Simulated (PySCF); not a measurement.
# ZnO⁺ at LC-ωPBE

Computed with LC-ωPBE; Zn pcseg-1, O pcseg-1; no relativity (PySCF 2.14).

| Item | Value |
| --- | --- |
| state | ²Π (doublet), unpaired electrons π ↑ |
| bond length | 1.792 Å |
| harmonic wavenumber | 678 cm⁻¹ |
| force constant | 3.46 mdyn/Å |
| rotational constant Be | 0.4102 cm⁻¹ |
| anharmonicity ωexe | 5.01 cm⁻¹ |
| vibration–rotation constant αe | 0.00317 cm⁻¹ |
| well depth De to Zn⁺ + O | 1.49 eV |
| dissociation energy D0 | 1.44 eV |
| bond order (Mayer) | 1.15 |
| dipole moment (positive dipole points towards O; it is taken about the centre of mass and depends on that origin) | -5.23 D |

For an ion De counts to the pair picked by the measured ionisation energies or electron affinities, which need not be the lowest pair at this level. The state is the lowest determinant that a PBE0 search found; another state may lie lower at other levels.
